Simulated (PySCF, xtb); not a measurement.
Ga(Cl)(SH)2 (ClGaH₂S₂), SMILES [Cl][Ga]([SH])[SH].

GFN2-xTB (xtb) at its own geometry gives an orbital gap of 3.26 eV and a dipole moment of 1.84 D.

The structure is a stationary point at PBE0-D3(BJ)/def2-SVP. Other conformers were not sampled.

Task: What does PBE/def2-TZVP run with PySCF give? (Estimate from the structure and the level; the computed values follow.)

Result: gap 4.52 eV (levels -6.71 and -2.19 eV), dipole 2.46 D.
